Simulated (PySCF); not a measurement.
C4H4F2. Atoms are numbered in the order given.

```xyz
10

C      0.1525     2.7361     0.0000
C     -0.3082     1.4777     0.0000
C      0.5370     0.2996     0.0000
C      0.0639    -0.9483     0.0000
F      0.8074    -2.0254     0.0000
F     -1.2074    -1.2681     0.0000
H      1.2249     2.9531     0.0000
H     -0.5304     3.5881     0.0000
H     -1.3893     1.3029     0.0000
H      1.6236     0.4062     0.0000
```

Coordinates come from a PBE0-D3(BJ)/def2-SVP optimisation. Other conformers were not sampled.

Level of theory: PBE/def2-TZVP run with PySCF.

The molecule is in vacuum.

Task: Estimate the frontier levels, gap, dipole moment and polarisability. (An estimate is asked for; the answer gives what the named calculation found.)

Result: 
```json
{
  "highest_occupied_level": "-5.63 eV",
  "lowest_empty_level": "-1.66 eV",
  "orbital_gap": "3.96 eV",
  "dipole_moment": "0.64 D",
  "quadrupole, principal values (traceless, Buckingham form, about the centre of nuclear charge)": "-2.76, -0.06, 2.82 D·Å",
  "mean_static_polarisability": "55.0 bohr³ (8.15 Å³)",
  "polarisability_principal_values": "31.2, 45.4, 88.4 bohr³"
}
```
